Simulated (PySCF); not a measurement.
Molfile (atoms numbered from 1):
```
C7H10OSi2
     RDKit          3D

 20 20  0  0  0  0  0  0  0  0999 V2000
   -2.7527   -1.3326    0.0457 C   0  0  0  0  0  0  0  0  0  0  0  0
   -1.5050   -0.8786   -0.0272 C   0  0  0  0  0  0  0  0  0  0  0  0
    0.0747   -1.9164    0.0981 Si  0  0  0  0  0  4  0  0  0  0  0  0
    1.1145   -0.3489    0.1065 C   0  0  0  0  0  0  0  0  0  0  0  0
    2.9849   -0.1390    0.2684 Si  0  0  0  0  0  4  0  0  0  0  0  0
    0.3128    0.7394   -0.0321 C   0  0  0  0  0  0  0  0  0  0  0  0
    0.9547    2.0366   -0.0281 C   0  0  0  0  0  0  0  0  0  0  0  0
    2.1592    2.1641    0.0761 O   0  0  0  0  0  0  0  0  0  0  0  0
   -1.1371    0.5440   -0.1738 C   0  0  0  0  0  0  0  0  0  0  0  0
   -2.0063    1.5201   -0.4476 C   0  0  0  0  0  0  0  0  0  0  0  0
   -2.9527   -2.3855    0.1541 H   0  0  0  0  0  0  0  0  0  0  0  0
   -3.6223   -0.6942    0.0066 H   0  0  0  0  0  0  0  0  0  0  0  0
    0.1668   -2.6856    1.3393 H   0  0  0  0  0  0  0  0  0  0  0  0
    0.3093   -2.7514   -1.0810 H   0  0  0  0  0  0  0  0  0  0  0  0
    3.4390   -1.5442    0.3889 H   0  0  0  0  0  0  0  0  0  0  0  0
    3.3417    0.5120    1.5239 H   0  0  0  0  0  0  0  0  0  0  0  0
    3.5647    0.3730   -0.9683 H   0  0  0  0  0  0  0  0  0  0  0  0
    0.3177    2.9307   -0.1139 H   0  0  0  0  0  0  0  0  0  0  0  0
   -1.7125    2.5476   -0.5719 H   0  0  0  0  0  0  0  0  0  0  0  0
   -3.0566    1.3193   -0.5669 H   0  0  0  0  0  0  0  0  0  0  0  0
  1  2  2  0
  2  3  1  0
  3  4  1  0
  4  5  1  0
  4  6  2  0
  6  7  1  0
  7  8  2  0
  6  9  1  0
  9 10  2  0
  9  2  1  0
  1 11  1  0
  1 12  1  0
  3 13  1  0
  3 14  1  0
  5 15  1  0
  5 16  1  0
  5 17  1  0
  7 18  1  0
 10 19  1  0
 10 20  1  0
M  END
```

- σ from GIAO-PBE0/pcSseg-1
- GFN2-xTB geometry
- run in PySCF
- fast rotation and ring inversion assumed for equivalent nuclei, single conformer, relativity neglected, gas phase

Question: Predict the 2D correlation tables (HSQC, COSY, HMBC).

Answer: 

HSQC (one-bond C–H):
| δH | δC |
| --- | --- |
| 10.10 (H18) | 193.2 (C7) |
| 6.95 (H12) | 133.7 (C1) |
| 6.14 (H11) | 133.7 (C1) |
| 6.11 (H19) | 109.7 (C10) |
| 6.05 (H20) | 109.7 (C10) |

COSY cross peaks (H two or three bonds apart, from the bond graph; peaks can be absent where the dihedral angle is near 90°):
| δH | δH |
| --- | --- |
| 6.95 (H12) | 6.14 (H11) |
| 6.11 (H19) | 6.05 (H20) |

HMBC (two and three bonds, from the bond graph):
| δH | δC |
| --- | --- |
| 10.10 (H18) | 184.0 (C4), 163.9 (C6), 153.5 (C9) |
| 6.95 (H12) | 153.5 (C9), 149.5 (C2) |
| 6.14 (H11) | 153.5 (C9), 149.5 (C2) |
| 6.11 (H19) | 163.9 (C6), 153.5 (C9), 149.5 (C2) |
| 6.05 (H20) | 163.9 (C6), 153.5 (C9), 149.5 (C2) |
| 5.00 (H13/H14) | 184.0 (C4), 163.9 (C6), 153.5 (C9), 149.5 (C2), 133.7 (C1) |
| 4.53 (H15/H16/H17) | 184.0 (C4), 163.9 (C6) |

Chemical shifts δ = σref − σ; ¹H, ¹³C vs TMS, all at this level.

Short H···H contacts in this conformer between protons four or more bonds apart (candidates for NOE cross peaks, intensity ∝ r⁻⁶): H18···H19 2.12 Å, H12···H20 2.17 Å.

Shifts are as computed. Against solution values, carbons near 30 ppm lie about +3 ppm off and those near 130 ppm about +5 ppm. Of 1211 compounds with measured shifts, 218 miss one by over three times the rms of a fit or turn the order of signals round; such compounds aren't used in these exercises.
